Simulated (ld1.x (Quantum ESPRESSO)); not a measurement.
**Configuration tests for cerium (Ce) (PAW)**

Ce (Z = 58), PAW, made with ld1.x (Quantum ESPRESSO) 7.5 (Wu–Cohen, scalar-relativistic). Core [Kr] 4d10, reference 4f1 5s2 5p6 5d1 6s2 6p0. Waves: 5s (bound): rcut 1.95, rcutus 2.30 bohr; 6s (bound): rcut 1.95, rcutus 2.30 bohr; 5p (bound): rcut 2.30, rcutus 2.50 bohr; 6p (bound, empty): rcut 2.30, rcutus 2.50 bohr; 5d (bound): rcut 2.45, rcutus 2.85 bohr; 5d channel at 1.1 Ry: rcut 2.45, rcutus 2.85 bohr; 4f (bound): rcut 1.40, rcutus 1.65 bohr; 4f channel at 1 Ry: rcut 1.40, rcutus 1.65 bohr. Local part: all-electron potential smoothed inside 2.70 bohr (lloc = -2). Core correction: Bessel-smoothed model core, default radius (core density twice the valence density). Augmentation charge: PSQ, radius 1.30 bohr.

Energies are relative to the spin-unpolarised reference configuration 4f1 5s2 5p6 5d1 6s2 6p0; without spin polarisation the order of configurations can differ from experiment.

| valence configuration | charge | ΔE all-electron (eV) | error AE − PS (meV) |
| --- | --- | --- | --- |
| 4f1 5s2 5p6 5d1 6s1 6p0 | +1 | 6.101 | -1.1 |
| 4f1 5s2 5p6 5d1 6s0 6p0 | +2 | 17.077 | -3.1 |
| 4f1 5s2 5p6 5d1 6s1 6p1 | 0 | 2.499 | -0.2 |
| 4f1 5s2 5p6 5d1 6s0 6p2 | 0 | 5.063 | -0.4 |
| 4f2 5s2 5p6 5d0 6s2 6p0 | 0 | -0.330 | -208 |

(1) What are ΔE and the potential's error for 4f0 5s2 5p6 5d0 6s0 6p0?

(2) What are ΔE and the potential's error for 4f1 5s2 5p6 5d0 6s0 6p0?

Answers

(1) ΔE = 74.047 eV all-electron; the error (AE − PS) is -321 meV.

(2) ΔE = 36.212 eV all-electron; the error (AE − PS) is -4.4 meV.
